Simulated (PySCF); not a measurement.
Vibration and rotation of MgZn

PBE constants of MgZn, ¹Σ⁺ (singlet), closed shell (PySCF, no relativity, basis sets Mg def2-SVPD, Zn def2-SVPD; masses 23.9850 and 63.9291 u):

* ωe: 110.6 cm⁻¹
* ωexe: 1.2 cm⁻¹
* Be: 0.099337 cm⁻¹
* αe: 0.00141 cm⁻¹
* D (centrifugal): 3.21e-07 cm⁻¹
* De to Mg + Zn: 0.255 eV

(1) Give the band origin of the fundamental and the first lines of its P and R branches.

(2) Near which J would the R branch turn back, without centrifugal distortion?

Closed-shell solutions of metal pairs were not tested for spin polarisation, which can lower them a little. The bond is weak. Basis-set superposition, not corrected here, can be much of De in a small basis, most of all at correlated wavefunction levels. Functionals without a dispersion term scatter widely for such bonds, and LDA overbinds them.

Results:

(1) ν0 = ωe − 2ωexe = 108.2 cm⁻¹, B0 = 0.098632, B1 = 0.097222 cm⁻¹.

```
J″  P(J″) − ν0  R(J″) − ν0
 0                   0.194
 1      -0.197       0.386
 2      -0.397       0.575
 3      -0.600       0.761
 4      -0.806       0.944
 5      -1.014       1.124
 6      -1.226       1.301
```

(2) At J ≈ (B0 + B1)/(2(B0 − B1)) − 1 ≈ 68.
